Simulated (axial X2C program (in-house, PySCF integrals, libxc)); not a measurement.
Ionising the radicals of a process plasma

All values come from calculations with an in-house all-electron X2C program for linear molecules (integrals from PySCF), spin-free (one-electron X2C) or two-component (2c: spin–orbit coupling with atomic mean-field Coulomb and Gaunt terms, which also bring small scalar terms), in Dyall basis sets with cores contracted in-house; open shells are unrestricted.

Level PBE0, spin-free. Basis sets: B dyall-v3z, Br dyall-cv3z, Cl dyall-av3z, F dyall-av3z, Ge dyall-cv3z, In dyall-cv3z, Mg dyall-cv3z, N dyall-av3z, Ni dyall-cv3z, P dyall-v3z, Sb dyall-cv3z, Si dyall-v3z, Sn dyall-cv3z, Ta dyall-cv3z, Ti dyall-cv3z.

| species | state | ion state | adiabatic IE with zero-point terms (eV) | D0 (eV) | D0 of the ion (eV) |
| --- | --- | --- | --- | --- | --- |
| TiCl | M_S = 3/2, Λ = 3 | M_S = 1, Λ = 2 | 6.94 | n/a | n/a |
| MgSi | M_S = 1, Λ = 0 | M_S = 1/2, Λ = 1 | 6.95 | 1.13 | 1.73 |
| SnF | M_S = 1/2, Λ = 1 | M_S = 0, Λ = 0 | 7.09 | 4.83 | 5.05 |
| NiB | M_S = 1/2, Λ = 2 | M_S = 1, Λ = 2 | 7.42 | 2.32 | n/a |
| GeF | M_S = 1/2, Λ = 1 | M_S = 0, Λ = 0 | 7.46 | 5.13 | 5.59 |
| Si₂ | M_S = 1, Λ = 0 | M_S = 3/2, Λ = 0 | 7.84 | 3.26 | 3.63 |
| TaN | M_S = 0, Λ = 0 | M_S = 1/2, Λ = 0 | 8.23 | n/a | n/a |
| InBr | M_S = 0, Λ = 0 | M_S = 1/2, Λ = 0 | 9.14 | 4.14 | 0.63 |
| SbP | M_S = 0, Λ = 0 | M_S = 1/2, Λ = 1 | 9.24 | 3.36 | 3.16 |

Problem. Which of these can a metastable argon atom (³P2, 11.55 eV, NIST) ionise on energy grounds?

Solution. At PBE0, spin-free, IE lies below 11.55 eV for TiCl, MgSi, SnF, NiB, GeF, Si₂, TaN, InBr, SbP.

Problem. Which of these can a metastable xenon atom (³P2, 8.32 eV, NIST) ionise on energy grounds?

Solution. At PBE0, spin-free, IE lies below 8.32 eV for TiCl, MgSi, SnF, NiB, GeF, Si₂, TaN. Within the error of the method (some tenths of an eV) the answer is open for TaN.

Problem. Give the threshold for dissociative ionisation to the lowest fragments, IE + D0(ion).

Solution. At PBE0, spin-free: MgSi → Si + Mg+: 8.68 eV; SnF → Sn+ + F: 12.14 eV; GeF → Ge+ + F: 13.05 eV; Si₂ → Si+ + Si: 11.47 eV; InBr → In+ + Br: 9.77 eV; SbP → Sb+ + P: 12.40 eV.

Each entry is the lowest single determinant of a limited PBE0 search at one distance. De goes to single-determinant-based atoms at the same level (for ions the charge split of lowest energy) and is withheld (n/a) where an atom does not fit its ground term or J level. Main or longest-lived isotopes. One determinant is a doubtful description, or other states lie close, for TiCl, TiCl⁺, MgSi, MgSi⁺, NiB⁺, Si₂, Si₂⁺, TaN, TaN⁺, SbP⁺; these need not be ground states, and all values refer to the states named. The functionals have no current term, which raises determinants with orbital currents. These values were not checked against measured ones; errors of some tenths of an eV are usual, and D0 of doubtful transition-metal species is not given. Spin-free thresholds lack the spin–orbit lowering of heavy atomic ions, up to half an eV for Sn⁺ or Sb⁺.
